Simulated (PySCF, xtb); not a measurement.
C2H6FGa, SMILES [CH2](C)[GaH][F]. The values are those of a single conformer.

Harmonic wavenumbers (cm⁻¹) from GFN2-xTB run with xtb 6.7.1 at its own minimum, in rising order: 39, 73, 175, 203, 320, 448, 473, 513, 630, 919, 977, 1047, 1182, 1202, 1405, 1435, 1488, 1489, 1597, 2902, 2912, 2999, 3001, 3008.

### Question
What does PBE-D3(BJ)/def2-SVP in PySCF give at its own minimum? (Estimate from the structure and the level; the computed values follow.)

### Answer
26, 113, 195, 254, 395, 528, 610, 626, 662, 912, 939, 1028, 1170, 1198, 1348, 1377, 1421, 1429, 1910, 2962, 2974, 3021, 3039, 3053. Paired by order, the mean absolute difference is 59 cm⁻¹ and the zero-point energies are 43.5 and 44.6 kcal/mol.
